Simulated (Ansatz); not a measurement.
C2H10AlNSi can be A, `[CH3][AlH][NH]C[SiH3]`, or B, `C[NH][Al]([CH3])[SiH3]`.

Gas-phase electronic energies from Ansatz, PBE0-D4/def2-TZVP geometries. CBS: MP2 limit from def2 TZ/QZ plus the TZ coupled-cluster correction, frozen cores. DFT in def2-TZVPP. B3LYP here is the variant with VWN-RPA as its local correlation; programs differ in this. One conformer a species, not always the lowest.

A:

```xyz
15

C    -1.867   -2.189    1.140
Al   -0.134   -1.411    0.700
N     0.001    0.340    0.443
C     1.179    1.106    0.065
Si    0.962    1.898   -1.634
H    -2.658   -1.438    1.212
H    -1.828   -2.725    2.093
H    -2.172   -2.920    0.384
H     1.217   -2.230    0.543
H    -0.820    0.925    0.512
H     1.431    1.872    0.811
H     2.046    0.437    0.025
H    -0.283    2.717   -1.630
H     2.108    2.780   -1.996
H     0.819    0.836   -2.667
```

B:

```xyz
15

C    -1.3695    1.2864    1.4981
N    -0.3935    0.2246    1.3861
Al    0.4023   -0.4365   -0.0539
C     1.6868   -1.8909    0.1694
Si   -0.1829    0.5416   -2.2303
H    -1.5954    1.6895    0.5082
H    -2.3159    0.9395    1.9303
H    -1.0101    2.1203    2.1130
H    -0.1645   -0.1661    2.2892
H     2.6727   -1.6077   -0.2131
H     1.3780   -2.7786   -0.3920
H     1.8077   -2.1845    1.2157
H     1.0188    1.1011   -2.9184
H    -0.7516   -0.4846   -3.1546
H    -1.1831    1.6459   -2.1474
```

Q: Which isomer does CCSD(T)/CBS put lower? Give the gap. (Best estimate.)

A: Computed: B, by 22.4 kJ/mol.

Q: Give E(B) − E(A) in kJ/mol with MP2/def2-TZVPP, HF/def2-TZVPP, CCSD/def2-TZVPP, r2SCAN-D4, B2PLYP, ωB97M-V, B3LYP-D4. (Estimate.)

A: Ansatz gave: MP2/def2-TZVPP -16.3, HF/def2-TZVPP -17.3, CCSD/def2-TZVPP -23.0, r2SCAN-D4 -25.9, B2PLYP -20.6, ωB97M-V -15.3, B3LYP-D4 -21.5. None reverses the order clearly.

Largest T1 diagnostic: 0.012.
